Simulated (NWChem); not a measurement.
System: TaHO$_{2}$F$_{2}$; SMILES [O]=[Ta]([OH])([F])[F]

Input file for NWChem:

```
start job
memory heap 200 mb stack 900 mb global 1100 mb
geometry units angstroms noautoz
  Ta     0.000161     0.041646    -0.026613
  O     -0.001167    -0.250048     1.661392
  F      1.574419     0.991127    -0.434662
  F     -1.570362     0.996603    -0.436285
  O     -0.002309    -1.640892    -0.881278
  H     -0.003611    -2.556384    -0.585437
end
basis spherical
  Ta library def2-tzvp
  O library def2-tzvp
  F library def2-tzvp
  H library def2-tzvp
end
ecp
  Ta library def2-ecp
end
dft
  xc xtpss03 ctpss03
  iterations 150
  mulliken
end
task dft energy
```

NWChem printed, in part:

```
             Northwest Computational Chemistry Package (NWChem) 7.3.0
             --------------------------------------------------------

 CS  symmetry detected

                             Geometry "geometry" -> ""
                             -------------------------

 Output coordinates in angstroms (scale by  1.889725989 to convert to a.u.)

  No.       Tag          Charge          X              Y              Z
 ---- ---------------- ---------- -------------- -------------- --------------
    1 Ta                  73.0000     0.01242978     0.01068539     0.00000000
    2 O                    8.0000    -0.15165243     1.71583202     0.00000000
    3 F                    9.0000     0.93125022    -0.46854347    -1.57239301
    4 F                    9.0000     0.93125022    -0.46854347     1.57239301
    5 O                    8.0000    -1.72955256    -0.71518630     0.00000000
    6 H                    1.0000    -2.62023784    -0.35141664     0.00000000

 Effective nuclear repulsion energy (a.u.)     812.2655074106

      Symmetry information
      --------------------

 Group name             Cs
 Group number              2
 Group order               2
 No. of unique centers     5

                                 NWChem DFT Module
                                 -----------------

 Summary of "ao basis" -> "ao basis" (spherical)
 ------------------------------------------------------------------------------
       Tag                 Description            Shells   Functions and Types
 ---------------- ------------------------------  ------  ---------------------
 Ta                        def2-tzvp                14       40   6s4p3d1f
 O                         def2-tzvp                11       31   5s3p2d1f
 F                         def2-tzvp                11       31   5s3p2d1f
 H                         def2-tzvp                 4        6   3s1p

      Symmetry analysis of basis
      --------------------------

        a'        105
        a"         65

            General Information
            -------------------
          SCF calculation type: DFT
          Wavefunction type:  closed shell.
          No. of atoms     :     6
          No. of electrons :    48
           Alpha electrons :    24
            Beta electrons :    24
          Charge           :     0
          Spin multiplicity:     1
          Use of symmetry is: on ; symmetry adaption is: on
          Maximum number of iterations: 150
          AO basis - number of functions:   170
                     number of shells:    62
          Convergence on energy requested:  1.00D-06
          Convergence on density requested:  1.00D-05
          Convergence on gradient requested:  5.00D-04

              XC Information
              --------------
                  TPSS metaGGA Exchange Functional  1.000
             TPSS03 metaGGA Correlation Functional  1.000

             Grid Information
             ----------------
          Grid used for XC integration:  medium
          Radial quadrature: Mura-Knowles
          Angular quadrature: Lebedev.
          Tag              B.-S. Rad. Rad. Pts. Rad. Cut. Ang. Pts.
          ---              ---------- --------- --------- ---------
          Ta                  1.45      123          10.0       590
          O                   0.60       49          10.0       434
          F                   0.50       49          11.0       434
          H                   0.35       45          11.0       434
          Grid pruning is: on
          Number of quadrature shells:   315
          Spatial weights used:  Erf1

      Superposition of Atomic Density Guess
      -------------------------------------

 Sum of atomic energies:        -410.81845422

      Non-variational initial energy
      ------------------------------

 Total energy =    -405.097276
 1-e energy   =   -1004.622909
 2-e energy   =     385.567341
 HOMO         =      -0.497335
 LUMO         =      -0.043124

      Symmetry analysis of molecular orbitals - initial
      -------------------------------------------------

  Numbering of irreducible representations:

     1 a'          2 a"

  Orbital symmetries:

     1 a'          2 a"          3 a'          4 a'          5 a'
     6 a'          7 a"          8 a'          9 a'         10 a"
    11 a'         12 a'         13 a'         14 a'         15 a"
    16 a"         17 a'         18 a'         19 a"         20 a'
    21 a"         22 a"         23 a'         24 a'         25 a'
    26 a'         27 a"         28 a'         29 a'         30 a"
    31 a'         32 a"         33 a'         34 a'

     ---------------------------------------------
      Total Density - Mulliken Population Analysis
     ---------------------------------------------

    Atom       Charge   Shell Charges
 -----------   ------   -------------------------------------------------------
    1 Ta  13     9.86  -0.03 -0.34  1.42  0.96  0.25  0.02  2.29  2.94  0.85  0.09  0.53  0.65  0.09  0.15
    2 O    8     9.28   0.79  1.18  0.62  1.01  0.31  2.14  2.30  0.91  0.00  0.02  0.00
    3 F    9     9.66   0.77  1.20  0.61  1.02  0.33  2.40  2.38  0.93  0.00  0.00  0.00
    4 F    9     9.66   0.77  1.20  0.61  1.02  0.33  2.40  2.38  0.93  0.00  0.00  0.00
    5 O    8     9.00   0.79  1.18  0.59  0.96  0.26  2.05  2.24  0.91  0.00  0.01  0.00
    6 H    1     0.54   0.19  0.25  0.06  0.04

   convergence    iter        energy       DeltaE   RMS-Dens  Diis-err
 ---------------- ----- ----------------- --------- --------- ---------
 d= 0,ls=0.0,diis     1   -407.7726544482 -6.22D+02  2.17D-02  3.86D+00
 d= 0,ls=0.0,diis     2   -400.0949520813  7.68D+00  1.75D-02  6.84D+01
 d= 0,ls=0.0,diis     3   -408.1002008774 -8.01D+00  4.72D-03  1.63D+00
 d= 0,ls=0.0,diis     4   -408.0165127386  8.37D-02  2.48D-03  2.41D+00
 d= 0,ls=0.0,diis     5   -408.2342924825 -2.18D-01  6.61D-04  6.55D-02
  Resetting Diis
 d= 0,ls=0.0,diis     6   -408.2383723174 -4.08D-03  3.67D-04  3.23D-02
 d= 0,ls=0.0,diis     7   -408.2410089544 -2.64D-03  5.12D-04  5.39D-03
 d= 0,ls=0.0,diis     8   -408.2376715452  3.34D-03  4.17D-04  4.20D-02
 d= 0,ls=0.0,diis     9   -408.2413048881 -3.63D-03  9.32D-05  1.77D-03
 d= 0,ls=0.0,diis    10   -408.2414733082 -1.68D-04  1.95D-05  7.87D-05
 d= 0,ls=0.0,diis    11   -408.2414807961 -7.49D-06  1.91D-06  2.48D-07
 d= 0,ls=0.0,diis    12   -408.2414808149 -1.88D-08  9.09D-07  7.58D-08

         Total DFT energy =     -408.241480814919
      One electron energy =    -1008.787841105916
           Coulomb energy =      431.939735791453
    Exchange-Corr. energy =      -45.351668717282
 Nuclear repulsion energy =      213.958293216825

 Numeric. integr. density =       47.999994182989

                  Occupations of the irreducible representations
                  ----------------------------------------------

                     irrep           alpha         beta
                     --------     --------     --------
                     a'               16.0         16.0
                     a"                8.0          8.0

                       DFT Final Molecular Orbital Analysis
                       ------------------------------------

 Vector   22  Occ=2.000000D+00  E=-3.114760D-01  Symmetry=a'
              MO Center= -1.7D-01,  1.2D+00, -2.9D-14, r^2= 2.2D+00
   Bfn.  Coefficient  Atom+Function         Bfn.  Coefficient  Atom+Function
  ----- ------------  ---------------      ----- ------------  ---------------
    47      0.400447  2 O  py                50      0.333539  2 O  py
    53      0.191705  2 O  py                 3      0.186538  1 Ta s
     5     -0.182018  1 Ta s                 23      0.160684  1 Ta d  2
    45      0.138758  2 O  s                 21      0.135093  1 Ta d  0
   140     -0.127968  5 O  py                11      0.113299  1 Ta py

 Vector   23  Occ=2.000000D+00  E=-3.074510D-01  Symmetry=a'
              MO Center= -3.1D-01,  1.1D+00,  3.1D-14, r^2= 2.1D+00
   Bfn.  Coefficient  Atom+Function         Bfn.  Coefficient  Atom+Function
  ----- ------------  ---------------      ----- ------------  ---------------
    46      0.392015  2 O  px                49      0.333019  2 O  px
    52      0.220452  2 O  px               140      0.172794  5 O  py
    19      0.166421  1 Ta d -2             143      0.142362  5 O  py
    24      0.126144  1 Ta d -2             146      0.111913  5 O  py
    10     -0.076787  1 Ta px               138     -0.068872  5 O  s

 Vector   24  Occ=2.000000D+00  E=-3.038311D-01  Symmetry=a"
              MO Center= -3.5D-02,  1.2D+00,  4.3D-14, r^2= 1.8D+00
   Bfn.  Coefficient  Atom+Function         Bfn.  Coefficient  Atom+Function
  ----- ------------  ---------------      ----- ------------  ---------------
    48      0.402515  2 O  pz                51      0.342190  2 O  pz
    54      0.230694  2 O  pz                20      0.155940  1 Ta d -1
    25      0.118100  1 Ta d -1              12     -0.117384  1 Ta pz
    78      0.096221  3 F  py               109     -0.096221  4 F  py
    79     -0.083724  3 F  pz               110     -0.083724  4 F  pz

 Vector   25  Occ=0.000000D+00  E=-6.714963D-02  Symmetry=a'
              MO Center=  3.7D-02, -1.4D-02,  3.5D-14, r^2= 2.2D+00
   Bfn.  Coefficient  Atom+Function         Bfn.  Coefficient  Atom+Function
  ----- ------------  ---------------      ----- ------------  ---------------
    21      0.354752  1 Ta d  0              19      0.328291  1 Ta d -2
    26      0.279155  1 Ta d  0              24      0.261015  1 Ta d -2
    23     -0.254943  1 Ta d  2              28     -0.203394  1 Ta d  2
    16     -0.157412  1 Ta px               167      0.144292  6 H  s
    46     -0.143499  2 O  px                52     -0.140676  2 O  px

[...]
```

Level: TPSS/def2-TZVP with def2 effective core potentials on Ta. Geometry: optimised at PBE0/def2-SVP. def2 effective core potentials on Ta; no spin-orbit coupling.
